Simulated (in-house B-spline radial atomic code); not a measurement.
## RPA and G0W0 on BHandHLYP: As5+

Configuration [Ar] 3d10, mean-field start BHandHLYP. Computed with an all-electron radial atomic-structure program (B-spline basis): all electrons, scalar-relativistic (spin-free one-electron X2C), finite nucleus, each spin shell either full or empty, empty states to l = 9 with an (l + 1/2)⁻⁴ tail; G0W0 by contour deformation at full frequency.

Command:
```bash
python run_gw.py task.json out
```
Settings (radii: box in bohr, nucleus in fm):
```
Z                        33
electrons                28
configuration            [Ar] 3d10
hamiltonian              x2c
method                   bhandhlyp
lmax                     9
rms_radius               4.0968
spin_polarised           False
box_radius               10.43
intervals                67
```

Time taken, with all properties: 1.7 s on 1 thread of Arm Neoverse V2, with other jobs on the host.

Energies (hartree):

```csv
term,value
mean-field total,-2254.53264
Hartree-Fock functional on these orbitals,-2253.03902
direct second order,-2.3372
second-order exchange,0.68233
SOSEX correction,0.63452
```

(1) What is the RPA correlation energy, and what remains with SOSEX?

Quasi-particle levels (eV):

```tsv
level	occupied	mean field	Σx - vxc	Σc	QP weight	G0W0
3d	yes	-115.83	-7.91	?	?	?
4s	no	-66.88	5.23	-1.27	0.992	-62.91
```

G0W0 = mean field + (Σx - vxc) + Σc, with Σc (partial-wave tail included) taken at the quasi-particle energy. Only the outer levels were computed. Levels of low weight are left out.

(2) Where does G0W0 put 3d?

Answers

(1) RPA gives -2.0576 hartree (-2 eV per electron); RPA + SOSEX gives -1.4231, and the second-order doubles -1.6549 hartree (no singles). SOSEX takes back 31 % of the RPA value.

(2) At -121.85 eV, with Σc = 1.88 eV and a quasi-particle weight of 0.963. The tabulated removal energy is 121.19 ± 0.06 eV (NIST, measured); the calculation leaves out spin-orbit coupling, Breit and QED terms, and what these don't explain is the method's own error.
